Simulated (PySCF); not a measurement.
Isomers of C5H9FN2Si, mass 144.052 u with the commonest isotopes. The calculation used PBE0/pcSseg-1 in PySCF (dipole) on a GFN2-xTB geometry, gas phase. One conformer each, none proved a minimum here; rigid rotors.

Question: Order these by rotational constant B, smallest first.
A. `[CH3:1][C@H:2]([NH:3][SiH3:4])/[C:5]([C:6]#[N:7])=[CH:8]/[F:9]` with C1–C2–N3–Si4 152°, C1–C2–C5–C6 -65°
B. `Cc1nn([SiH3])c(C)c1F`
C. `[N:1]#[C:2][C@@H:3]1[CH2:4][CH2:5][C@H:6]1[NH:7][SiH2:8][F:9]` with C5–C6–N7–Si8 -162°, C6–N7–Si8–F9 -179°, C2–C3–C4–C5 -131°, C3–C4–C5–C6 13°, C4–C5–C6–N7 -134°, C2–C3–C6–C5 132°
D. `[CH3:1][CH2:2][c:3]1[c:4]([F:5])[cH:6][n:7][n:8]1[SiH3:9]` with C1–C2–C3–C4 87°
E. `[N:1]#[C:2][CH2:3][C@@H:4]1[CH2:5][Si@@H:6]([CH2:7][F:8])[NH:9]1` with C2–C3–C4–C5 -67°, C5–Si6–C7–F8 179°, C3–C4–C5–Si6 -107°, C4–C5–Si6–C7 -119°, C5–Si6–N9–C4 10°, C3–C4–N9–Si6 106°
F. `[CH3:1][SiH2:2][n:3]1[n:4][cH:5][c:6]([F:7])[c:8]1[CH3:9]` with C1–Si2–N3–N4 0°

Answer: E (554.9 MHz), C (769.4 MHz), A (874.1 MHz), F (919.9 MHz), B (1091 MHz), D (1221 MHz).

Question: Order these by radius of gyration √(Σ m r²/M), smallest first.
A. `[CH3:1][CH2:2][c:3]1[c:4]([F:5])[cH:6][n:7][n:8]1[SiH3:9]` with C1–C2–C3–C4 87°
B. `[CH3:1][C@H:2]([NH:3][SiH3:4])/[C:5]([C:6]#[N:7])=[CH:8]/[F:9]` with C1–C2–N3–Si4 152°, C1–C2–C5–C6 -65°
C. `[N:1]#[C:2][C@@H:3]1[CH2:4][CH2:5][C@H:6]1[NH:7][SiH2:8][F:9]` with C5–C6–N7–Si8 -162°, C6–N7–Si8–F9 -179°, C2–C3–C4–C5 -131°, C3–C4–C5–C6 13°, C4–C5–C6–N7 -134°, C2–C3–C6–C5 132°
D. `[CH3:1][c:2]1[c:3]([CH2:4][F:5])[cH:6][n:7][n:8]1[SiH3:9]` with C2–C3–C4–F5 -55°
E. `[N:1]#[C:2][CH2:3][C@@H:4]1[CH2:5][Si@@H:6]([CH2:7][F:8])[NH:9]1` with C2–C3–C4–C5 -67°, C5–Si6–C7–F8 179°, C3–C4–C5–Si6 -107°, C4–C5–Si6–C7 -119°, C5–Si6–N9–C4 10°, C3–C4–N9–Si6 106°
F. `[CH3:1][SiH2:2][n:3]1[n:4][cH:5][c:6]([F:7])[c:8]1[CH3:9]` with C1–Si2–N3–N4 0°
G. `Cc1nn([SiH3])c(C)c1F`

Answer: A (2.148 Å), G (2.188 Å), F (2.235 Å), D (2.257 Å), B (2.350 Å), C (2.436 Å), E (2.605 Å).

Question: Order these by dipole moment, smallest first.
A. `[CH3:1][C@H:2]([NH:3][SiH3:4])/[C:5]([C:6]#[N:7])=[CH:8]/[F:9]` with C1–C2–N3–Si4 152°, C1–C2–C5–C6 -65°
B. `[CH3:1][CH2:2][c:3]1[c:4]([F:5])[cH:6][n:7][n:8]1[SiH3:9]` with C1–C2–C3–C4 87°
C. `[N:1]#[C:2][CH2:3][C@@H:4]1[CH2:5][Si@@H:6]([CH2:7][F:8])[NH:9]1` with C2–C3–C4–C5 -67°, C5–Si6–C7–F8 179°, C3–C4–C5–Si6 -107°, C4–C5–Si6–C7 -119°, C5–Si6–N9–C4 10°, C3–C4–N9–Si6 106°
D. `[N:1]#[C:2][C@@H:3]1[CH2:4][CH2:5][C@H:6]1[NH:7][SiH2:8][F:9]` with C5–C6–N7–Si8 -162°, C6–N7–Si8–F9 -179°, C2–C3–C4–C5 -131°, C3–C4–C5–C6 13°, C4–C5–C6–N7 -134°, C2–C3–C6–C5 132°
E. `[CH3:1][c:2]1[c:3]([CH2:4][F:5])[cH:6][n:7][n:8]1[SiH3:9]` with C2–C3–C4–F5 -55°

Answer: E (2.14 D), C (2.51 D), B (2.64 D), D (3.62 D), A (4.67 D).

| SMILES | point group | Ia (u·Å²) | Ib (u·Å²) | Ic (u·Å²) | κ | μa (D) | μb (D) | μc (D) |
| --- | --- | --- | --- | --- | --- | --- | --- | --- |
| CCc1c(F)cnn1[SiH3] | C1 | 273.51 | 413.90 | 641.45 | -0.18 | 1.60 | 2.07 | 0.32 |
| C[C@H](N[SiH3])/C(C#N)=C/F | C1 | 281.98 | 578.14 | 731.56 | -0.67 | 4.05 | 0.53 | 2.27 |
| N#CC[C@@H]1C[Si@@H](CF)N1 | C1 | 95.22 | 910.80 | 949.17 | -0.99 | 2.08 | 1.32 | 0.46 |
| Cc1c(CF)cnn1[SiH3] | C1 | 177.15 | 574.43 | 716.65 | -0.84 | 0.98 | 1.37 | 1.32 |
| N#C[C@@H]1CC[C@H]1N[SiH2]F | C1 | 225.85 | 656.81 | 826.75 | -0.81 | 0.36 | 3.56 | 0.55 |
| C[SiH2]n1ncc(F)c1C | Cs | 176.02 | 549.38 | 713.36 | -0.80 | 1.85 | 1.72 | 0.00 |
| Cc1nn([SiH3])c(C)c1F | near Cs | 232.33 | 463.35 | 683.60 | -0.51 | 1.91 | 1.01 | 0.00 |
